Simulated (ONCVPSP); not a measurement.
**palladium (Pd), ONCV: configuration errors across variants**

* Element: palladium
* Generator: ONCVPSP 4.0.1
* Type: optimised norm-conserving Vanderbilt (ONCV)
* Functional: PBE
* Relativity: scalar-relativistic
* Frozen core: [Kr]
* Valence charge: 10
* Reference configuration: 4d9 5s1
* Partial waves: 5s: rc 2.35 bohr, ncon 5, nbas 8, qcut 2.7 1/bohr, 2 projectors, debl 0.8 Ha; p scattering state at 0.21 Ha: rc 2.00 bohr, ncon 4, nbas 7, qcut 4.2 1/bohr, 3 projectors, debl 0.4 Ha; 4d: rc 2.00 bohr, ncon 4, nbas 9, qcut 7.5 1/bohr, 2 projectors, debl 2.1 Ha
* Local potential: polynomial inside 1.35 bohr (lpopt 5, dvloc0 0 Ha)
* Core correction: Teter function, fcfact 5.5, rcfact 1.65

All-electron excitation energies from the reference (eV): (1) 4d10 5s0 -1.501; (2) 4d9 5s0 7.615; (3) 4d8 5s0 28.433; (4) 4d7 5s0 62.793.

1 further variants failed, have other tests or another functional or relativity, and are left out.

A true bound ghost makes a file unfit for plane-wave use even where its test errors are small: the radial tests pick states by their node count and pass the ghost by.

Errors AE − PS in meV (a dash: test not solved or not reliable):

| change | (1) | (2) | (3) | (4) | bound ghosts | GHOST(+) flags above zero |
| --- | --- | --- | --- | --- | --- | --- |
| base | -48 | -48 | -199 | -642 | s, p | p |
| s: qcut 2.6; p: qcut 4; d: qcut 7.1 | -45 | -45 | -194 | -623 | s, p | p |
| local potential polynomial inside 1.25 bohr (lpopt 5, dvloc0 3 Ha) | -48 | -48 | -199 | -642 | s, p | p |
| d: rc 2.78 | -12 | -44 | -168 | -384 | s, p | p |
| d: debl 3.2 | -48 | -48 | -199 | -642 | s, p | p |
| s: nproj 3 | -48 | -48 | -199 | -642 | s, p | s, p |
| core correction Teter function, fcfact 5.5, rcfact 1.26 | -35 | +2.7 | +25 | -70 | s, p | p |
| p: nbas 9 | -48 | -48 | -199 | -642 | s, p | none |
| d: rc 2.44 | -32 | -44 | -183 | -525 | s, p | p |

Question: Give the same row for: d: qcut 8.9.

Answer: -52, -52, -211, -686; bound ghosts: s, p; GHOST(+) flags above zero: p.
